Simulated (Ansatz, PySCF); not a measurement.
Constitutional and geometric isomers with formula CH3B3. All species are isolated molecules in the gas phase. One relaxed conformer stands for each flexible species; it need not be the lowest. Strings in code marks are SMILES.

Quantity: vertical ionisation energy (energy after one electron is removed minus that of the parent at the parent's geometry), in eV. The restricted reference of `B1B2CB12` and `BC1=BB1` is unstable towards unrestricted orbitals.

Level 1: frozen-core CCSD(T)/cc-pVTZ // PBE0-D3(BJ)/def2-TZVP (Ansatz, a program for electronic structure)
Level 2: PBE-D3(BJ)/def2-TZVP // PBE0-D3(BJ)/def2-TZVP (PySCF)
Level 3: minus the HOMO energy of HF/6-31G* // PBE0-D3(BJ)/def2-TZVP (PySCF)
Level 4: HF/6-31G* // PBE0-D3(BJ)/def2-TZVP (PySCF)

| species | level 1 | level 2 | level 3 | level 4 |
|---|---|---|---|---|
| `BC1=BB1` | … | … | 10.21 | … |
| `B1B2CB12` | 9.08 | 8.95 | 8.43 | 7.54 |
| `B=C=BB` | 9.64 | 9.62 | 9.14 | 7.67 |

Task: Complete the blanks.

Result: 
- `BC1=BB1`, level 1: 10.37
- `BC1=BB1`, level 2: 9.96
- `BC1=BB1`, level 4: 9.05
